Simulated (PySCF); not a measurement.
**Electron correlation in Sb²⁺ (antimony, charge +2)**

[Kr] 4d10 5s1 5p1 6s1, high-spin 4P determinant (an excited configuration). All numbers are calculated (PySCF 2.14, scalar relativity by spin-free X2C-1e, in aug-cc-pwCVTZ-DK3 with one added diffuse shell each of s, p, d, f type (11s10p8d5f1g, 125 functions)). Frozen: [Kr] 4d10; 3 electrons correlated.

MP2 pair energies summed by pair of shells (mhartree):

| pair | energy | share (%) |
| --- | --- | --- |
| 5p-6s | -4.12 | 46.8 |
| 5s-6s | -2.40 | 27.2 |
| 5s-5p | -2.30 | 26.0 |

Total MP2 correlation energy: -8.81 mhartree.

Same-spin part -8.81 and opposite-spin part 0.00 mhartree; SCS-MP2 scales them by 1/3 and 6/5 to -2.94 mhartree.
